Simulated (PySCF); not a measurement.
Exact mass, isotope pattern and composition

Species: `Cc1ccc(C(F)(F)F)cc1` (4-methylbenzotrifluoride).

Calculated from isotope tables alone.

Question: Molar mass and exact mass?

Answer: For C8H7F3, with standard atomic weights, 8 × 12.011 + 3 × 18.998 + 7 × 1.008 = 160.138 g/mol. From the most abundant isotopes (12C, 19F, 1H), 8 × 12.000000 + 3 × 18.998403 + 7 × 1.007825 = 160.0500 u.

Question: Give the isotope pattern of the molecular ion M+•, merging species of the same nominal mass.

Answer: 
| nominal mass | m/z (centroid) | relative intensity |
| --- | --- | --- |
| 160 | 160.0494 | 100.0 |
| 161 | 161.0528 | 8.7 |
| 162 | 162.0562 | 0.3 |

Cut off at 0.1 %. One electron mass, 0.00055 u, is taken off.

Question: What is the composition by mass?

Answer: C 60.00 %, F 35.59 %, H 4.41 %.

Question: Count the protons, neutrons and electrons of the monoisotopic species, and give its exact less its nominal mass.

Answer: 82 protons, 78 neutrons and 82 electrons; 160.0500 − 160 = +0.0500 u.

Question: Resolve the fine structure: one atom at a time replaced by a minor isotope.

Answer: Intensity in % of the monoisotopic species:

```json
{"isotope": "13C", "mass shift (u)": "+1.00335", "m/z": "161.0528", "intensity (%)": "8.65"}
{"isotope": "2H", "mass shift (u)": "+1.00628", "m/z": "161.0557", "intensity (%)": "0.08"}
```

Species under 0.02 % are left out.

Question: Find the degree of unsaturation and check the nitrogen rule.

Answer: (2 × 8 + 2 + 0 − 10)/2 = 4; the structure has 1 ring and 3 π bonds. The nominal mass 160 is even, with 0 nitrogens, as the rule says.
